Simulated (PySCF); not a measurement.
Precursor series Ti OH-NH2. Gas-phase values, no solvent. One relaxed conformer stands for each flexible species; it need not be the lowest.

These are TPSSh-D3(BJ)/def2-TZVP // TPSS-D3(BJ)/def2-SVP in PySCF values and carry that method's errors. 

```csv
species,LUMO (eV),mean distance from the central atom to its bonded neighbours (Å),coordination number,HOMO (eV)
0 of 4 OH replaced by NH2 ([Ti(OH)4]),-1.79,1.808,…,-8.05
1 of 4 OH replaced by NH2,-1.68,1.831,…,-6.60
3 of 4 OH replaced by NH2 ([Ti(OH)(NH2)3]),-1.35,…,4,-6.05
4 of 4 OH replaced by NH2 ([Ti(NH2)4]),-1.25,…,4,-6.01
```

Q: Fill in the missing entries.

A: 
- 0 of 4 OH replaced by NH2 ([Ti(OH)4]), coordination number: 4
- 1 of 4 OH replaced by NH2, coordination number: 4
- 3 of 4 OH replaced by NH2 ([Ti(OH)(NH2)3]), mean distance from the central atom to its bonded neighbours (Å): 1.877
- 4 of 4 OH replaced by NH2 ([Ti(NH2)4]), mean distance from the central atom to its bonded neighbours (Å): 1.901
